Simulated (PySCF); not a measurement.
Compound: C7H9FO.
Geometry (GFN2-xTB, Å), atoms numbered from 1 in this order:
```
atom  x, y, z in Å
C1     2.8613    0.9765   -1.0249
C2     2.1016    0.5247   -0.2186
C3     1.2060   -0.0658    0.7644
F4     1.9460   -0.7255    1.7285
C5     0.2265   -1.0021    0.0921
C6     0.2217   -2.3059    0.3046
C7    -0.7232   -0.3049   -0.8428
O8    -1.3112    0.7955   -0.1811
C9    -2.1936    1.5184   -0.9976
H10    3.5169    1.3951   -1.7290
H11    0.6504    0.7281    1.2854
H12    0.9308   -2.7685    0.9689
H13   -0.4917   -2.9532   -0.1753
H14   -1.4990   -1.0071   -1.1819
H15   -0.1677    0.0485   -1.7296
H16   -2.5803    2.3335   -0.3895
H17   -1.6770    1.9274   -1.8751
H18   -3.0263    0.8917   -1.3398
```

A PySCF run (density fitting, gas phase, GFN2-xTB geometry) gave HOMO -10.13 eV, LUMO 1.96 eV, dipole 3.03 D and E = -446.686 Eh.

Question: Which of these levels was it?
A. wB97X/def2-SVPD
B. mPW1PW91/MINI
C. PBE0/cc-pVDZ

Answer: A. It is wB97X/def2-SVPD. All candidates on this geometry:

```
                                               level and settings                    kind  basis functions  SCF cycles     E (Eh)  HOMO (eV)  LUMO (eV)  dipole (D)
                                                    mPW1PW91/MINI           global hybrid               54          14  -443.5393      -8.41      -1.83        2.49
      PBE0/cc-pVDZ, energy threshold 1e-11 Eh, level shift 0.3 Eh           global hybrid              171          16  -446.6182      -7.43       0.10        2.74
wB97X/def2-SVPD, grid level 3, fitting basis def2-universal-jkfit  range-separated hybrid              258          11  -446.6865     -10.13       1.96        3.03
```

The nearest other candidate, by the summed differences of HOMO and LUMO, is PBE0/cc-pVDZ: its HOMO differs by +2.70 eV and its LUMO by -1.86 eV. Cycle counts include a coarse-grid stage where the run had one.
